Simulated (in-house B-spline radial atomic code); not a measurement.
Configurations of Pt²⁺, with energies counted from [Xe] 4f14 5d8. Computed with an all-electron radial atomic-structure program (B-spline basis): Dirac-Hartree-Fock, average of configuration, Fermi nucleus of rms radius 5.427 fm. Energies include first-order Breit, QED and recoil terms.

Occupations are held fixed; configurations that lie above the ionisation limit could autoionise.

```tsv
configuration	E - E(ref) (eV)	highest orbital	its <r> (bohr)
[Xe] 4f14 5d7 6p1	12.101	6p3/2	3.27
[Xe] 4f14 5d7 7s1	18.896	7s1/2	5.414
[Xe] 4f14 5d7 6f1	25.384	6f5/2	9.921
[Xe] 4f14 5d7 5g1	25.554	5g7/2	9.153
[Xe] 4f14 5d7 8g1	28.539	8g7/2	28.63
[Kr] 4d10 4f14 5s2 5p5 5d8 8s1	81.705	8s1/2	9.183
[Xe] 4f13 5d8 6p1	83.165	6p3/2	3.227
[Kr] 4d10 4f14 5s2 5p5 5d8 6f1	83.346	6f5/2	9.857
[Kr] 4d10 4f14 5s2 5p5 5d8 8f1	85.849	8f5/2	21.54
[Xe] 4f13 5d8 7s1	90.084	7s1/2	5.365
```

Problem. Order these further configurations by energy, lowest first.
A. [Xe] 4f14 5d7 9f1
B. [Xe] 4f14 5d7 8s1
C. [Kr] 4d10 4f14 5s2 5p5 5d8 6s1
D. [Xe] 4f14 5d7 8f1
E. [Xe] 4f13 5d8 9p1

Solution. B (23.752 eV), D (27.877 eV), A (28.486 eV), C (62.176 eV), E (97.931 eV).

Problem. How far above the reference does [Kr] 4d10 4f14 5s2 5p5 5d8 9s1 lie?

Solution. 84.033 eV; its least bound orbital is 9s1/2 with <r> = 13.97 bohr.

Problem. How far above the reference does [Xe] 4f14 5d7 8p1 lie?

Solution. 24.831 eV; its least bound orbital is 8p3/2 with <r> = 10.8 bohr.

Problem. How far above the reference does [Xe] 4f14 5d7 6g1 lie?

Solution. 27.05 eV; its least bound orbital is 6g7/2 with <r> = 14.64 bohr.

Problem. One of these lies 96.85 eV from the reference. Which?
A. [Xe] 4f13 5d8 5g1
B. [Xe] 4f14 5d7 6s1
C. [Kr] 4d10 4f14 5s2 5p5 5d8 8g1

Solution. A.
